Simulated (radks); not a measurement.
Values are calculated unless marked as measured or tabulated.
The mean radii <r> (bohr) of the occupied orbitals of an atom or ion are listed with their occupations. Code: a radial shooting solver on a logarithmic mesh with Libxc functionals. Model: Dirac Kohn-Sham, PBEsol, spin-unpolarised, spherical densities, finite nucleus; Fermi nuclear charge, rms radius of each element as measured or else 0.836 A^(1/3) + 0.57 fm.

| orbital | occ. | <r> |
|---|---|---|
| 1s1/2 | 2 | 0.02150 |
| 2s1/2 | 2 | 0.08966 |
| 2p1/2 | 2 | 0.07470 |
| 2p3/2 | 4 | 0.08136 |
| 3s1/2 | 2 | 0.2163 |
| 3p1/2 | 1 | 0.2038 |

Name the element and its charge. Open shells, if any, fill j = l - 1/2 first.

Answer. Z = 65, terbium, charge +52: Tb52+ in [Ne] 3s2 3p1. The 1s radius gives Z: for a bare nucleus <r> = (2 gamma + 1)/(2Z) with gamma = sqrt(1 - (Z/c)^2), 0.02124 bohr for Z = 65, and screening makes it slightly larger (0.02150 here). The occupations add up to 13, and the charge is Z minus that.
